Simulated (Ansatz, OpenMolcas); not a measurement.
**GeF2 (SMILES [F][Ge][F]): the electronic atomisation energy, rung by rung**

GeF2 has 3 atoms, charge 0, and is taken as a singlet. As SMILES, `[F][Ge][F]`. Geometry: relaxed at PBE0-D4/def2-TZVP.

```xyz
3

F    -0.6759   -1.1018   -0.4975
Ge    0.6375   -0.2952    0.3202
F     0.0276    1.3321    0.1641
```

Quantity: the electronic atomisation energy, in eV. The values are calculated. Electronic energies at fixed atoms, without zero-point motion or spin-orbit coupling.

| level | kind | program | value (eV) | CPU time (all runs) |
| --- | --- | --- | --- | --- |
| BLYP/def2-TZVPP | GGA | Ansatz | 11.38 | 5.8 s |
| revPBE/def2-TZVPP | GGA | Ansatz | 11.02 | 5.6 s |
| r2SCAN/def2-TZVPP | meta-GGA | OpenMolcas | 11.19 | 57 s |
| PBE0/def2-TZVPP | global hybrid | Ansatz | 10.89 | 5.8 s |
| CAM-B3LYP/def2-TZVPP | range-separated hybrid | Ansatz | 11.21 | 7.3 s |
| HSE06/def2-TZVPP | range-separated hybrid | Ansatz | 10.89 | 8.2 s |
| wB97X/def2-TZVPP | range-separated hybrid | Ansatz | 11.34 | 20 s |
| BCCD(T)/def2-TZVPP | coupled cluster or CI | Ansatz | 10.84 | 23 s |
| FCI/STO-3G | exact in the basis | Ansatz | 8.11 | 1.2 s |

All-electron rows without a relativistic Hamiltonian named are non-relativistic. The values span 8.11 to 11.38 eV. High-level rows in very small sets aren't better than simpler rows in larger ones. In the correlated wave-function rows the outer d shell of Ge is correlated, in sets not made for it. In so small a basis fixed costs decide the times, and correlated methods can beat functionals. Times are those of the runs behind each value, whatever else they computed, on shared processors of several kinds: orders of magnitude only.
